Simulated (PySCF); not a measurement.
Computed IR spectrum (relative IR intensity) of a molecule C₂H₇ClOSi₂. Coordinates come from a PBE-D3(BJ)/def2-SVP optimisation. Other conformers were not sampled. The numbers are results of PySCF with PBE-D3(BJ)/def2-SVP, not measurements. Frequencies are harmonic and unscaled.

Lines under 2 % of the strongest are left out, and lines within 2 cm⁻¹ are merged.

ν (cm⁻¹): 200 (w), 263 (w), 327 (vw), 443 (w), 500 (w), 595 (w), 622 (vw), 644 (w), 701 (w), 725 (w), 807 (m), 847 (w), 869 (vs), 889 (w), 904 (w), 910 (w), 914 (w), 930 (m), 1595 (w), 2152 (m), 2166 (w), 2172 (w), 2180 (m), 2205 (m), 3738 (w) (against the strongest line: vs over 80 %, s over 45 %, m over 15 %, w over 4 %, vw less)

**Question.** Identify the compound among the candidates.
A) [SiH3][Si]1(Cl)COC1
B) C[C@H]1O[Si@@H](Cl)[SiH2]1
C) [SiH3]O[SiH2]/C=C\Cl
D) O[SiH2]/C(Cl)=C/[SiH3]

**Answer.** D, O[SiH2]/C(Cl)=C/[SiH3]
